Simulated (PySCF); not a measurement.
**Where the electron goes**

Species: CH2B3F3O4.
Geometry (PBE0-D3(BJ)/def2-SVP, Å), atoms numbered from 1 in this order:
```xyz
13
CH2B3F3O4 angstrom
F      2.1757    1.0519    1.2353
C      2.3883    0.1346    0.2977
F      2.5633    0.7600   -0.8610
F      3.4991   -0.5153    0.5917
O      1.3755   -0.7542    0.2378
B      0.0889   -0.4256   -0.1065
O     -0.8251   -1.4377   -0.1380
B     -2.1230   -1.1666   -0.4882
O     -2.4791    0.1224   -0.7926
B     -1.5661    1.1418   -0.7453
O     -0.2665    0.8580   -0.4043
H     -2.9347   -2.0499   -0.5264
H     -1.8909    2.2697   -0.9949
```

Theory: TDDFT B3LYP/def2-SVPD, vertical, gas phase, core orbitals frozen in the response (PySCF 2.14.0, density-fitted response routines).

Frontier orbitals with the atoms that hold most of them (Löwdin shares over 4%, at most four atoms; ? is withheld):

```
orbital  ε (eV)                             atoms
 LUMO+2   -0.28    B6 32%, B8 22%, B10 21%, O7 5%
 LUMO+1   -0.64   B6 20%, B8 15%, O9 15%, B10 14%
   LUMO       ?  B10 28%, B8 27%, O9 14%, O11 10%
   HOMO   -9.86                                 ?
 HOMO-1  -10.17                                 ?
 HOMO-2  -10.49    O5 36%, O9 20%, O7 15%, O11 9%
 HOMO-3  -11.19     O11 44%, O7 34%, B6 6%, B8 6%
```

Give the leading atoms of the HOMO.

O7 (bonded to 2 B) 24%; O11 (bonded to 2 B) 22%; B8 (bonded to 2 O and H) 11%; B10 (bonded to 2 O and H) 11%. By element: oxygen 45% or more, boron 22% or more.

Give the leading atoms of the HOMO-1.

O9 (bonded to 2 B) 50%; O11 (bonded to 2 B) 10%; B8 (bonded to 2 O and H) 9%; B10 (bonded to 2 O and H) 9%. By element: oxygen 59% or more, boron 18% or more.

What is the LUMO energy, and the HOMO–LUMO gap?

ε(LUMO) = -1.22 eV; the gap is 8.64 eV (0.3174 hartree).

The HOMO–LUMO gap is 8.64 eV. Where does the response calculation put the lowest singlet, and from which orbitals?

S1 is at 7.38 eV (f = 0.024), 1.26 eV below the gap, made of HOMO→LUMO (99%). Without the coupling terms of the response equations the lowest excitation would equal the gap.

One configuration dominates each of S1, S2, S3, S4 and S5. Which, and how do the shares of the two leading atoms of either orbital change from the occupied to the empty one?

- S1 (7.38 eV, f 0.024), HOMO→LUMO (99%): O7 24% → at most 10%, O11 22% → 10%, B10 11% → 28%, B8 11% → 27%
- S2 (7.54 eV, f 0.0000), HOMO-1→LUMO (97%): O9 50% → 14%, O11 10% → 10%, B10 9% → 28%, B8 9% → 27%
- S3 (7.94 eV, f 0.0000), HOMO→LUMO+1 (96%): O7 24% → at most 14%, O11 22% → at most 14%, B6 at most 12% → 20%, B8 11% → 15%
- S4 (8.21 eV, f 0.014), HOMO-1→LUMO+1 (96%): O9 50% → 15%, O11 10% → at most 14%, B6 at most 9% → 20%, B8 9% → 15%
- S5 (8.25 eV, f 0.016), HOMO-2→LUMO (90%): O5 36% → at most 10%, O9 20% → 14%, B10 at most 9% → 28%, B8 at most 9% → 27%

One conformer stands for the species.
